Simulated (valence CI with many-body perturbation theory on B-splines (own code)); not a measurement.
**E1 transitions of Kr⁴⁺**

Calculated by valence CI with perturbative core correlation (CI+MBPT): four valence electrons over a frozen Dirac-Fock core [Ar] 3d10, a basis of 11 s, 11 p, 10 d, 8 f, 5 g, 2 h functions for each j, with the one-electron correlation potential Σ1, the two-electron term Σ2, the three-electron term Σ3, Breit, model QED; selected CI, second order for the rest, scaled by the run's own slope (own B-spline code, finite nucleus).

Set against measurement, 34 paired levels are off by 137 cm⁻¹ on average, the worst by 790. These come from a selection out of Saloman, J. Phys. Chem. Ref. Data 36, 215 (2007). Levels without a partner in it may be off by more. Among the levels kept, up to 1200 cm⁻¹ of a level comes from second order outside the variational space, and about a tenth of that is noise between levels of different J, which matters for small intervals. 7 measured levels below the end of the list, from 289998 cm⁻¹ on, found no clear computed partner, and computed levels of the same name lie up to 46756 cm⁻¹ from them.

Lines 101 to 150 of 551 in falling wavelength, among levels below 409020 cm⁻¹, chosen from the strongest by gf and those to the six lowest levels. Wavelengths and rates use the calculated energies, so an error of 100 cm⁻¹ moves a line at 2200 Å by 0.22 % and its rate by three times that or more. Electric multipoles are in the length gauge, E1 and E2 with the static RPA response of the core. Weak lines are less certain than strong ones. Lines between different terms over intervals too small for the method are left out, as are lines whose strength nearly cancels. Where a level lies close to another of its J and parity, the split of strength between their lines is uncertain. The highest levels of a list are the least certain.

Names give the largest LS component (configuration and term), which can be under half, so a name can repeat, a term be missing and a line seem to break the LS rules; names also repeat where a configuration has a term twice. Letters in brackets count levels of one name in rising energy.

```csv
λ vac (Å),λ from measured levels,Upper,Lower,A (s⁻¹),S (a.u.) with core polarisation,S without
2228,,4s 4p2 5p 5P°_3,4s 4p2 5s 5P_3,3.48e+08,1.33e+01,1.35e+01
2224,,4s 4p2 5p 5S°_2,4s 4p2 5s 5P_3,2.40e+08,6.51e+00,6.58e+00
2217,,4s 4p2 5p 5P°_2,4s 4p2 5s 5P_2,2.64e+08,7.09e+00,7.17e+00
2200,2193,4s2 4p 5p 1D_2,4s2 4p 5s 1P°_1,4.30e+08,1.13e+01,1.14e+01
2190,2176,4s2 4p 5p 3D_2,4s2 4p 4d 1P°_1,1.15e+08,2.98e+00,3.00e+00
2179,,4s 4p2 5p 5P°_1,4s 4p2 5s 5P_2,3.35e+08,5.13e+00,5.21e+00
2167,,4s 4p2 5p 3D°_2,4s 4p2 5s 5P_3,2.16e+08,5.43e+00,5.50e+00
2151,,4s2 4p 5f 1D_2,4s2 4p 5d 1P°_1,4.37e+08,1.07e+01,1.08e+01
2137,2132,4s2 4p 5p 3S_1,4s2 4p 5s 3P°_2,4.47e+08,6.46e+00,6.54e+00
2103,2094,4s2 4p 5p 3P_1,4s2 4p 5s 3P°_1,2.40e+08,3.30e+00,3.32e+00
2074,,4s 4p2 5p 5P°_2,4s 4p2 5s 5P_1,2.45e+08,5.40e+00,5.47e+00
2071,,4s2 4p 5f 3F_4,4s2 4p 5d 1F°_3,6.34e+08,2.50e+01,2.51e+01
2060,,4s2 4p 5f 1F_3,4s2 4p 5d 3D°_2,1.08e+08,3.25e+00,3.26e+00
2050,,4s 4p2 5p 5P°_3,4s 4p2 5s 5P_2,1.02e+08,3.03e+00,3.08e+00
2036,,4s 4p2 5p 3D°_3,4s 4p2 4d 3P_2 [b],8.29e+07,2.42e+00,2.44e+00
2014,,4s 4p2 5p 3D°_3,4s 4p2 5s 5P_3,9.42e+07,2.66e+00,2.71e+00
1984,,4s2 4p 5f 1F_3,4s2 4p 5d 3F°_2,3.65e+08,9.85e+00,9.87e+00
1974,,4s2 4p 5f 1D_2,4s2 4p 5d 3P°_1,8.54e+07,1.62e+00,1.62e+00
1928,,4s 4p2 5p 3D°_3,4s 4p2 4d 3F_4 [b],7.26e+07,1.80e+00,1.79e+00
1912,,4s2 4p 5f 3G_3,4s2 4p 5d 1D°_2,4.57e+08,1.10e+01,1.11e+01
1888,,4s2 4p 5f 3F_4,4s2 4p 5d 3D°_3,3.39e+08,1.01e+01,1.01e+01
1874,,4s2 4p 5f 3F_4,4s2 4p 5d 3F°_4,8.13e+07,2.38e+00,2.38e+00
1865,,4s2 4p 5f 3F_2,4s2 4p 5d 3D°_1,9.00e+08,1.44e+01,1.45e+01
1859,,4s2 4p 5f 1D_2,4s2 4p 5d 1D°_2,1.51e+08,2.39e+00,2.39e+00
1855,,4s2 4p 5p 1S_0,4s2 4p 5s 1P°_1,1.10e+09,3.48e+00,3.51e+00
1851,,4s2 4p 5f 1G_4,4s2 4p 5d 3F°_3,1.20e+09,3.37e+01,3.38e+01
1824,,4s2 4p 5g 3G°_5,4s2 4p 4f 3G_4,1.45e+08,4.78e+00,4.78e+00
1815,,4s2 4p 5f 3F_3,4s2 4p 5d 3D°_2,8.74e+08,1.81e+01,1.81e+01
1786,,4s2 4p 5d 1P°_1,4s2 4p 5p 1S_0,7.56e+08,6.38e+00,6.41e+00
1769,,4s2 4p 5f 3F_2,4s2 4p 5d 3F°_2,1.22e+08,1.66e+00,1.67e+00
1767,,4s2 4p 5g 3H°_4,4s2 4p 4f 3G_3,2.85e+08,6.99e+00,6.99e+00
1756,,4s2 4p 5f 3F_3,4s2 4p 5d 3F°_2,4.79e+08,8.96e+00,8.99e+00
1749,,4s2 4p 5d 1D°_2,4s2 4p 5p 1D_2,1.39e+08,1.84e+00,1.84e+00
1744,,4s2 4p 5g 3G°_5,4s 4p2 4d 3F_4 [b],5.11e+07,1.47e+00,1.48e+00
1720,,4s2 4p 5f 3G_3,4s2 4p 5d 3F°_3,1.37e+08,2.41e+00,2.42e+00
1714,,4s2 4p 5f 3G_3,4s2 4p 5d 3D°_2,1.08e+08,1.88e+00,1.89e+00
1693,,4s2 4p 5d 3D°_2,4s2 4p 5p 3P_1,1.26e+08,1.51e+00,1.52e+00
1688,,4s2 4p 5g 3H°_4,4s 4p2 4d 1F_3,4.34e+08,9.27e+00,9.27e+00
1673,,4s2 4p 5d 3P°_2,4s2 4p 5p 1D_2,1.72e+08,1.98e+00,1.99e+00
1664,,4s2 4p 5d 3D°_1,4s2 4p 5p 3P_1,2.52e+08,1.72e+00,1.73e+00
1661,,4s2 4p 5f 3G_3,4s2 4p 5d 3F°_2,6.22e+08,9.84e+00,9.88e+00
1623,,4s2 4p 5g 3G°_5,4s2 4p 4f 1G_4,5.05e+08,1.17e+01,1.18e+01
1616,,4s2 4p 5g 3G°_3,4s2 4p 4f 1D_2,1.05e+08,1.53e+00,1.53e+00
1609,1601,4s2 4p 5p 1D_2,4s2 4p 4d 1F°_3,5.63e+08,5.79e+00,5.73e+00
1607,,4s2 4p 5d 3F°_2,4s2 4p 5p 3D_2,1.87e+08,1.92e+00,1.93e+00
1596,,4s2 4p 5d 1D°_2,4s2 4p 5p 3P_2,2.25e+08,2.26e+00,2.26e+00
1595,,4s2 4p 5d 3P°_2,4s2 4p 5p 3S_1,7.47e+08,7.47e+00,7.52e+00
1592,,4s2 4p 5d 1F°_3,4s2 4p 5p 1D_2,1.77e+09,2.47e+01,2.48e+01
1582,,4s2 4p 5d 3P°_1,4s2 4p 5p 3S_1,1.03e+09,6.03e+00,6.07e+00
1579,,4s2 4p 5d 3F°_3,4p4 1D_2,4.07e+08,5.53e+00,5.56e+00
```
